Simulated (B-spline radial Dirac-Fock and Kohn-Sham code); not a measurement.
# L-shell conversion coefficients of Nb against transition energy

Level of theory: a Dirac-Hartree-Slater potential of the neutral atom with a Latter tail (no hole, which puts coefficients of high multipoles low close above an edge), finite nucleus with surface currents; a radial B-spline solver. Subshells within 1 keV of threshold and pair formation are left out.

| energy (keV) | E1 | E3 | E5 | M1 | M2 | M3 |
| --- | --- | --- | --- | --- | --- | --- |
| 11.1 | 7.30 | 1.47e+06 | 1.59e+10 | 14.9 | 4080 | 1.13e+06 |
| 12.3 | 5.45 | 788000 | 7.60e+09 | 11.0 | 2530 | 594000 |
| 13.4 | 4.27 | 470000 | 4.06e+09 | 8.50 | 1700 | 348000 |
| 19.5 | 1.46 | 48700 | 2.48e+08 | 2.77 | 307 | 34800 |
| 20 | 1.35 | 41800 | 2.05e+08 | 2.57 | 274 | 29900 |
| 24.3 | 0.772 | 12900 | 4.68e+07 | 1.44 | 115 | 9360 |
| 30.2 | 0.411 | 3490 | 8.87e+06 | 0.756 | 44.1 | 2630 |
| 39.5 | 0.188 | 702 | 1.12e+06 | 0.342 | 13.8 | 572 |
| 45.1 | 0.127 | 320 | 404000 | 0.232 | 7.87 | 274 |
| 50 | 0.0941 | 174 | 182000 | 0.172 | 5.10 | 156 |
| 56.5 | 0.0657 | 84.9 | 71000 | 0.120 | 3.07 | 80.3 |
| 77.6 | 0.0258 | 13.6 | 6190 | 0.0482 | 0.845 | 15.1 |
| 100 | 0.0122 | 3.28 | 898 | 0.0235 | 0.311 | 4.19 |
| 109 | 0.00944 | 2.04 | 469 | 0.0185 | 0.223 | 2.73 |
| 121 | 0.00694 | 1.16 | 214 | 0.0138 | 0.150 | 1.64 |
| 200 | 0.00160 | 0.0860 | 5.55 | 0.00354 | 0.0239 | 0.159 |
| 285 | 0.000591 | 0.0160 | 0.499 | 0.00141 | 0.00710 | 0.0345 |
| 302 | 0.000504 | 0.0123 | 0.343 | 0.00121 | 0.00586 | 0.0272 |
| 408 | 0.000227 | 0.00338 | 0.0538 | 0.000573 | 0.00224 | 0.00823 |
| 500 | 0.000137 | 0.00152 | 0.0171 | 0.000350 | 0.00121 | 0.00385 |
| 722 | 5.86e-05 | 0.000417 | 0.00275 | 0.000149 | 0.000420 | 0.00107 |
| 844 | 4.22e-05 | 0.000256 | 0.00139 | 0.000105 | 0.000275 | 0.000646 |
| 910 | 3.62e-05 | 0.000205 | 0.00102 | 8.87e-05 | 0.000225 | 0.000510 |
| 1000 | 3.01e-05 | 0.000156 | 0.000707 | 7.22e-05 | 0.000176 | 0.000382 |
| 1040 | 2.79e-05 | 0.000140 | 0.000610 | 6.63e-05 | 0.000159 | 0.000340 |
| 1120 | 2.43e-05 | 0.000115 | 0.000465 | 5.66e-05 | 0.000132 | 0.000273 |
| 1490 | 1.47e-05 | 5.62e-05 | 0.000178 | 3.13e-05 | 6.57e-05 | 0.000122 |
| 2000 | 9.13e-06 | 2.90e-05 | 7.56e-05 | 1.75e-05 | 3.35e-05 | 5.68e-05 |

Q: How fast do they fall between 1120 and 2000 keV?

A: As powers of the energy: E1 E^-1.69, E3 E^-2.37, E5 E^-3.13, M1 E^-2.03, M2 E^-2.36, M3 E^-2.71. Within one type (E or M) the higher multipoles fall faster.

Values without a named source are computed, but for edge energies of neutral atoms, which are taken from tables.
